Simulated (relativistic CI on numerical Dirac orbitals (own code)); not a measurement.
**d5 in a ligand field**

Computed with a parametric ligand-field model of a d^n configuration (Racah B and C, spin-orbit zeta, crystal field), exact diagonalisation.

Field parameters in Wybourne normalisation: Oh B⁴₀ = 21Dq, B⁴₄ = √(5/14) B⁴₀. The field is a parameter set, without covalency.

B = 740 cm⁻¹, C = 3740 cm⁻¹ (C/B = 5.05), Oh, no spin-orbit coupling. Tanabe-Sugano data, E/B above the lowest term (Δ = |10Dq|; b, c mark the second and third term of a kind):

```tsv
Δ/B	6A1	4T1	4T2	4T2(b)	2T2	2A2
1.0	0.00	35.15	35.25	42.23	51.28	51.35
5.0	0.00	32.95	34.75	41.46	47.74	49.56
9.0	0.00	29.61	33.42	40.33	41.43	46.52
13.0	0.00	25.96	31.14	39.51	34.33	43.02
17.0	0.00	22.18	28.18	39.04	26.95	39.32
21.0	0.00	18.34	24.83	38.79	19.42	35.52
25.0	0.00	14.45	21.26	38.64	11.79	31.66
29.0	0.00	10.54	17.57	38.54	4.10	27.76
33.0	3.64	10.26	17.43	42.12	0.00	27.48
37.0	11.41	14.09	21.38	49.85	0.00	31.32
41.0	19.22	17.95	25.33	57.63	0.00	35.18
45.0	27.05	21.82	29.27	65.43	0.00	39.06
```

The ground term changes from 6A1 to 2T2 between Δ/B = 29.0 and 33.0.
